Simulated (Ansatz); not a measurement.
GeH3(OiPr) (C3H10GeO). Total charge 0; singlet. Geometry PBE0-D4/def2-SVP, basis def2-TZVP, Ansatz.

Cartesian coordinates in Å:
```
C -0.499 0.161 0.148
C -1.113 1.381 0.808
C -0.177 -0.936 1.151
Ge 1.446 -0.406 -1.779
O 0.661 0.595 -0.532
H 2.310 0.574 -2.581
H 2.318 -1.504 -1.134
H 0.343 -1.051 -2.648
H -1.230 -0.243 -0.586
H -0.411 1.803 1.543
H -2.051 1.125 1.324
H -1.324 2.154 0.055
H 0.245 -1.825 0.655
H 0.561 -0.573 1.884
H -1.080 -1.256 1.694
```

```
run  HOMO (eV)  LUMO (eV)
  A      -6.13      -0.47
  B      -6.05      -0.37
  C      -7.65       0.40
  D     -10.02       2.10
  E      -6.45      -0.10
```

Another isomer (singlet) lies 1.36 eV lower at PBE0-D4/def2-TZVP; other spin states weren't run for this one.

Task: The runs used BLYP, PBE, PBE0, r2SCAN, ωB97M-V. Estimate which is which.

Result: A PBE (0 % exact exchange); B BLYP (0 % exact exchange); C PBE0 (25 % exact exchange); D ωB97M-V (range-separated); E r2SCAN (0 % exact exchange). Exact exchange lowers occupied and raises empty levels; among semilocal functionals meta-GGAs tend to open the gap a little, and such runs are hard to tell apart. The gap grows from 5.66 eV (PBE) to 12.12 eV (ωB97M-V).
